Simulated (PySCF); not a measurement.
# Working out the excitation energy of Ga

Ga [Ar] 3d10 4s2 4p1 (2P) → Ga [Ar] 3d10 4s2 5s1 (2S). Computed with PySCF 2.14 in x2c-TZVPPall with one added diffuse shell each of s, p, d type (7s6p5d1f, 57 functions), with the spin-free X2C one-electron Hamiltonian (Gaussian nucleus). Frozen: [Ar] 3d10. Energies in hartree (1 hartree = 27.21139 eV):

| part | Ga (lower) | Ga (upper) |
| --- | --- | --- |
| UHF | -1942.169632 | -1942.059342 |
| CCSD correlation | -0.046520 | -0.043568 |
| (T) | -0.000845 | -0.000732 |

Question: What does Hartree-Fock give?

Answer: (-1942.059342) − (-1942.169632) = 0.110290 hartree = 3.001 eV.

Question: What do CCSD and CCSD(T) give?

Answer: The CCSD correlation energies differ by 0.002952 hartree = 0.080 eV and the triples by 0.000113 hartree = 0.003 eV, so CCSD gives 3.081 eV and CCSD(T) 3.084 eV.

Measured between the centres of the two terms (NIST): 3.005 eV, so CCSD(T) (valence) is off by 0.079 eV.

What remains against the reference includes basis incompleteness, the frozen core and higher excitations.
